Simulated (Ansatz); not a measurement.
Reaction (ligand exchange at a W–O bond): `[OH][W](=[S])(=[S])[Cl]` + H–F → `[F][W](=[S])(=[S])[Cl]` + H₂O

Isolated molecules relaxed with PBE0-D4/def2-TZVP in Ansatz; ΔE leaves out vibrations. CCSD(T)/CBS adds triple-zeta CCSD(T) − MP2 to the extrapolated MP2 energy (def2 sets, frozen cores). This one scheme is used for every species. Elements past krypton have def2 core potentials. For W outer-core shells are correlated without core-valence functions, which leaves a few kJ/mol of doubt a bond. Each species was taken in one conformer, which may not be the lowest.

| species | MP2/def2-SVP energy (Eh) |
| --- | --- |
| `[OH][W](=[S])(=[S])[Cl]` | -1397.05474 |
| H–F | -100.13197 |
| `[F][W](=[S])(=[S])[Cl]` | -1421.02848 |
| H₂O | -76.16208 |

Work out ΔE.

ΔE = (-1421.02848) + (-76.16208) − (-1397.05474) − (-100.13197) = -0.00385 Eh = -2.4 kcal/mol. CCSD(T)/CBS gives -2.6 kcal/mol.

What do rigid-rotor, harmonic-oscillator terms from PBE0-D4/def2-TZVP frequencies (298.15 K, 1 bar) make of the CCSD(T)/CBS value? (Estimate.)

Ansatz gave: ΔZPE = +0.6 kcal/mol, ΔH = -2.0 kcal/mol, ΔS = 9 J/(mol·K), ΔG = -2.6 kcal/mol.

Largest T1 diagnostic among the species: 0.022, so the coupled-cluster value is less sure than usual.

Leaving LDA and LC-ωPBE aside and taking each functional with its dispersion term where it has one, the values, not all of them listed here, spread over 2.8 kcal/mol, from B97M-V to PBE-QIDH. LDA lies +1.8 kcal/mol from PBE without D4. From PBE to PBE0 (25 % exact exchange), in def2-TZVPP and without D4, ΔE moves by +1.0 kcal/mol. In def2-TZVPP, CCSD(T) changes the Hartree–Fock value by +1.5 kcal/mol (the triples alone add +0.1 kcal/mol) and MP2 by +2.4 kcal/mol.
